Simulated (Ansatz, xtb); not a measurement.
**Relative energy of two isomers of CH6B3N3O2**

Structure X is `O=CB1NBNB(O)N1`, a singlet and structure Y is `O=CN1BNB(O)NB1`, a singlet. Both are isolated molecules in the gas phase, relaxed with B3LYP-D3(BJ)/def2-SVP; each stands in its lowest conformer found.

X (Å):

```xyz
15

C    -0.3817   -2.8976    1.4121
B    -0.0996   -1.5843    0.5354
B    -0.3801   -0.1885   -1.5132
B     1.0629    0.6219    0.3873
N    -0.6571   -1.3803   -0.7580
N     0.4731    0.7782   -0.9165
N     0.7474   -0.5921    1.0926
O     0.1095   -3.0429    2.5154
O     1.8723    1.6183    0.8677
H    -1.0507   -3.7099    1.0017
H    -1.2630   -2.0860   -1.1612
H    -0.8561   -0.0219   -2.6093
H     0.6866    1.6289   -1.4252
H     2.2327    1.4485    1.7447
H     1.1122   -0.7994    2.0190
```

Y (Å):

```xyz
15

C     3.4676   -1.0950    2.0847
B     3.1272   -0.6786   -0.3156
B     0.8361   -0.1352   -1.1758
B     1.1743   -0.5609    1.2855
N     2.5930   -0.7806    1.0305
N     2.2424   -0.3620   -1.3700
N     0.3467   -0.2465    0.1759
O     3.1600   -1.2101    3.2420
O     0.0639    0.1666   -2.2636
H     4.5157   -1.2327    1.7292
H     4.3020   -0.8633   -0.5091
H     2.6052   -0.2882   -2.3141
H    -0.8695    0.3082   -2.0728
H    -0.6375   -0.0965    0.3692
H     0.7287   -0.6442    2.3944
```

Quicker runs give these differences E(Y) − E(X): GFN2-xTB −102.4 kJ/mol; HF/STO-3G −4.6 kJ/mol (at GFN2-xTB geometries); r2SCAN-D4/def2-SVP −17.6 kJ/mol (at GFN2-xTB geometries).

Task: Estimate E(Y) − E(X) at the level CCSD(T)/def2-SVP + ΔMP2/def2-TZVPP.

Result: Calculated at CCSD(T)/def2-SVP + ΔMP2/def2-TZVPP: E(Y) − E(X) = −10.2 kJ/mol, so structure Y lies lower.

The same difference at several levels:

```tsv
level	geometry	E(Y) − E(X) (kJ/mol)	departure from the last row (kJ/mol)	job, with rough time for the two
GFN2-xTB	GFN2-xTB	−102.4	−92.2	optimisation, 1 s
HF/STO-3G	GFN2-xTB	−4.6	+5.6	single point, 2.4 s
r2SCAN-D4/def2-SVP	GFN2-xTB	−17.6	−7.4	single point, 14 s
B3LYP-D3(BJ)/def2-SVP	B3LYP-D3(BJ)/def2-SVP	−16.0	−5.8	optimisation, 2.6 min
HF/def2-SVP	B3LYP-D3(BJ)/def2-SVP	−22.2	−12.0	part of the CCSD(T) run
MP2/def2-SVP	B3LYP-D3(BJ)/def2-SVP	−17.7	−7.5	part of the CCSD(T) run
CCSD(T)/def2-SVP	B3LYP-D3(BJ)/def2-SVP	−14.2	−4.0	single point
CCSD(T)/def2-SVP + ΔMP2/def2-TZVPP	B3LYP-D3(BJ)/def2-SVP	−10.2		single point, 7 min
```

As drawn, Y has 1 C–N, 1 B–H in place of 1 C–B, 1 N–H.

The levels shown agree on the order. The largest departure from CCSD(T)/def2-SVP + ΔMP2/def2-TZVPP is that of GFN2-xTB, 92.2 kJ/mol. The last row adds to CCSD(T) the change of the MP2 difference between the two basis sets, here +4.0 kJ/mol.

With thermal terms from frequencies at re-optimised GFN2-xTB minima (ideal gas, soft modes damped towards free rotors, one conformer each, 298.15 K, 1 atm): on the last row, ΔE + ΔZPE = −11.3, ΔH = −12.2, ΔG = −9.3 kJ/mol.

The correlated steps freeze 9 core orbitals. Codes used: Ansatz 0.2.0, xtb 6.7.1; the last row on 2 threads of Intel(R) Xeon(R) Processor @ 2.50GHz (Skylake/Cascade Lake) on a shared host.
